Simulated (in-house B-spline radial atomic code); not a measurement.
Configurations of the nickel ion Ni⁵⁺, with energies counted from [Ar] 3d5. All numbers are computed (scalar-relativistic (X2C) B97-1, spin-polarised, spherical fractional occupations; Fermi nucleus of rms radius 3.7757 fm) with an all-electron radial atomic-structure program (B-spline basis), not measured. Caution: exact exchange at fractional occupations of open shells leaves self-interaction of up to several eV. Shells without spins written out take the highest spin.

Occupations are held fixed; configurations that lie above the ionisation limit could autoionise.

```
                         configuration  E - E(ref) (eV)  highest orbital  its <r> (bohr)
                 [Ar] 3d(2 up, 3 down)            15.92            3d up          0.8026
                          [Ar] 3d4 4s1           39.189            4s up           1.777
                          [Ar] 3d4 4p1           50.818            4p up           1.954
[Ar] 3d(4 up, 0 down) 4p(0 up, 1 down)           51.607          4p down           1.984
                  [Ne] 3s2 3p5 3d5 4p1            107.7            4p up           1.946
                  [Ne] 3s2 3p5 3d5 4f1           136.21            4f up           2.841
```

Q: Order these further configurations by energy, lowest first.
A. [Ne] 3s2 3p5 3d5 4s1
B. [Ne] 3s2 3p(2 up, 3 down) 3d(1 up, 5 down)
C. [Ar] 3d4 4d1
D. [Ne] 3s2 3p5 3d5 4d1
E. [Ne] 3s2 3p(2 up, 3 down) 3d(5 up, 0 down) 4s(1 up, 0 down)

A: C (66.721 eV), B (69.788 eV), A (96.026 eV), E (105.78 eV), D (123.69 eV).

Q: How far above the reference does [Ne] 3s2 3p(2 up, 3 down) 3d(4 up, 1 down) 4f(1 up, 0 down) lie?

A: 155.37 eV; its least bound orbital is 4f up with <r> = 2.855 bohr.

Q: How far above the reference does [Ar] 3d4 4f1 lie?

A: 79.157 eV; its least bound orbital is 4f up with <r> = 2.856 bohr.
